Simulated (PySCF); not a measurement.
# Fractional electron number in Fe(2+) (iron, charge +2)

The 3d beta orbital of [Ar] 3d6 is emptied in steps (occupation f), with all orbitals relaxed, ending at [Ar] 3d5. Calculation: PySCF 2.14, in aug-cc-pVTZ-DK; the spin-free X2C one-electron Hamiltonian (Gaussian nucleus). The exact energy is a straight line in f; departures are measured from the line between the end points of the same method.

```
  f  PBE0 (eV)  r2SCAN (eV)  LC-wPBE (eV)
  1      0.000        0.000         0.000
0.9     -0.470       -0.643        -0.237
0.7     -1.104       -1.506        -0.563
0.5     -1.323       -1.798        -0.681
0.3     -1.117       -1.512        -0.580
0.1     -0.481       -0.647        -0.252
  0      0.000        0.000         0.000
```

For PBE0, how does the orbital energy at f = 1 compare with the removal energy?

−ε = 25.786 eV against a total-energy difference of 30.987 eV. By Janak's theorem ε = ∂E/∂f, so the gap between them reflects the curvature. Along the path −ε is 26.793 (f = 0.9), 28.847 (f = 0.7), 30.949 (f = 0.5), 33.089 (f = 0.3), 35.253 (f = 0.1) eV.

```csv
method,E(f=0) − E(f=1) (eV),−ε at f=1 (eV),−ε at f=0.5 (eV)
PBE0,30.987,25.786,30.949
r2SCAN,30.800,23.673,30.782
LC-wPBE,31.376,28.767,31.323
```

Reference removal energy between the ground levels: 30.651 ± 0.012 eV (measured; NIST Atomic Spectra Database, ionization energies). The calculation has no spin-orbit coupling. The determinant left behind need not be the lowest term of the ion.
